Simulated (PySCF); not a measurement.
A structure optimised at PBE-D3(BJ)/def2-SVP, used in a PySCF frequency run:

```xyz
16

O     -1.4874     2.2428    -0.0358
C     -0.7519     1.4583    -0.9642
Si     0.1752     0.1045     0.0176
O      0.8581     1.1060     1.2269
Si     1.8282    -1.0420    -1.2183
Si    -1.3469    -1.3912     1.0233
H     -0.8608     2.4510     0.6876
H     -0.0203     2.0610    -1.5609
H     -1.4643     1.0157    -1.6920
H      1.1566     0.6472     2.0311
H      1.1726    -1.8954    -2.2743
H      2.7708    -0.0803    -1.8949
H      2.6360    -1.9461    -0.3224
H     -0.6373    -2.2346     2.0540
H     -2.4518    -0.6385     1.7147
H     -1.9466    -2.3174    -0.0034
```
Charge 0, spin multiplicity 1.

Write its SMILES and formula.

OC[Si](O)([SiH3])[SiH3], CH10O2Si3

What are its rotational constants (standard atomic weights)?

1.7268, 1.3011, 0.96055 GHz
